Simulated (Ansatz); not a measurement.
F2HNbO2, SMILES `[O]=[Nb]([OH])([F])[F]`, relaxed with RKS PBE-D4/def2-SVP in Ansatz from a rough embedded geometry. The force threshold is 0.03 eV/Å; the program also tests the step.

Charge 0, multiplicity 1. Nb: def2 effective core potential.

Start:

```xyz
6

O    -1.824    0.548   -0.374
Nb   -0.054    0.345   -0.265
O     0.334   -0.707    1.388
F     0.654   -0.667   -1.798
F     0.880    2.095   -0.175
H     0.010   -1.614    1.225
```

| step | energy (eV) | largest force (eV/Å) | largest move (Å) |
| --- | --- | --- | --- |
| 1 | -11085.2878 | 2.500 | 0.000 |
| 2 | -11085.8470 | 2.375 | 0.194 |
| 3 | -11085.9320 | 1.805 | 0.194 |
| 4 | -11086.0717 | 0.380 | 0.200 |
| 5 | -11086.0786 | 0.232 | 0.059 |
| 6 | -11086.0808 | 0.228 | 0.073 |
| 7 | -11086.0839 | 0.033 | 0.052 |
| 8 | -11086.0839 | 0.003 | 0.006 |

End:

```xyz
6

O    -1.673    0.432   -0.437
Nb    0.028    0.278   -0.352
O     0.424   -0.885    1.088
F     0.632   -0.462   -1.973
F     0.757    1.982   -0.033
H    -0.169   -1.346    1.708
```

Run time 44 s (4 threads of an AMD EPYC on a shared host); peak host memory 0.15 GiB.
